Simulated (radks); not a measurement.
Results of a calculation; reference values are marked as such.
The ytterbium ion Yb3+, configuration [Xe] 4f(up 6.75, down 6.25) (fractional occupations, a model configuration). Code: a radial shooting solver on a logarithmic mesh with Libxc functionals. Model: scalar-relativistic Kohn-Sham, BLYP, spin-polarised, spherical densities, finite nucleus; Fermi nuclear charge, rms radius 5.3108 fm.

Local quantities along the radius. ELF = 1/(1 + alpha^2) is the electron localisation function; alpha = (tau - tau_W)/tau_unif compares the Pauli kinetic energy density with that of the uniform gas (summed over spins); s = |grad rho|/(2 (3 pi^2)^(1/3) rho^(4/3)) is the reduced gradient; r v_xc is r times the local exchange-correlation potential of spin up (hartree bohr); -r V(r) is the screened charge that the Kohn-Sham potential of spin up presents (atomic units). tau is taken from the large components.

r (bohr)	ELF	alpha	s	r v_xc	-r V(r)
0.001433	0.999	0.02523	0.7330	-0.1504	69.45
0.001896	0.999	0.02753	0.6607	-0.1751	69.25
0.002488	0.999	0.03111	0.6123	-0.2053	68.99
0.003292	0.999	0.03704	0.5819	-0.2434	68.65
0.004356	0.998	0.04686	0.5694	-0.2884	68.20
0.005718	0.996	0.06335	0.5741	-0.3376	67.64
0.007566	0.991	0.09483	0.5967	-0.3913	66.89
0.01001	0.975	0.1590	0.6375	-0.4436	65.94
0.01324	0.917	0.3018	0.6909	-0.4883	64.73
0.01739	0.728	0.6110	0.7255	-0.5197	63.27
0.023	0.426	1.160	0.6581	-0.5428	61.40
0.03044	0.335	1.409	0.4376	-0.5828	59.13
0.04027	0.519	0.9632	0.2849	-0.6977	56.42
0.05286	0.720	0.6240	0.3234	-0.8281	53.30
0.06994	0.698	0.6572	0.4446	-0.8987	49.53
0.09254	0.425	1.163	0.4686	-0.9012	45.23
0.1224	0.387	1.260	0.2550	-0.9665	40.46
0.1607	0.667	0.7066	0.2522	-1.164	35.54
0.2126	0.688	0.6735	0.4624	-1.205	30.24
0.2814	0.291	1.561	0.5002	-1.077	24.86
0.3693	0.428	1.157	0.1607	-1.203	19.80
0.4886	0.712	0.6362	0.2979	-1.412	14.92
0.6465	0.576	0.8571	0.5230	-1.333	10.83
0.8554	0.345	1.378	0.5721	-1.173	7.853
1.123	0.466	1.071	0.5324	-1.133	5.919
1.486	0.598	0.8201	0.7956	-1.036	4.660
1.966	0.413	1.191	1.476	-0.7998	3.940
2.601	0.086	3.259	3.218	-0.5837	3.602
3.414	0.004	16.35	8.591	-0.4869	3.488
4.517	0.000	188.3	31.77	-0.1980	3.198

On this mesh the ELF has minima near r = 0.030, 0.11, 0.32, 0.86 bohr, which separate the shells, and maxima near 0.061 (0.74), 0.19 (0.73), 0.49 (0.71), 1.5 (0.60).
